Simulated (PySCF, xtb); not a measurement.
Al(Cl)2(SMe) (CH3AlCl2S), SMILES [Al]([S]C)([Cl])[Cl]. Other conformers were not sampled.

Harmonic wavenumbers (cm⁻¹) from GFN2-xTB in xtb at its own minimum, in rising order: 61, 95, 97, 117, 188, 194, 365, 563, 630, 703, 938, 950, 1313, 1435, 1450, 3026, 3048, 3050.

Task: What does PySCF with B3LYP-D3(BJ)/def2-SVP give at its own minimum? (The exact figures need the calculation; the answer reports its results.)

Result: 20, 71, 114, 145, 189, 218, 369, 599, 615, 690, 966, 982, 1339, 1456, 1459, 3057, 3163, 3172. Paired by order, the mean absolute difference is 33 cm⁻¹ and the zero-point energies are 26.1 and 26.6 kcal/mol.
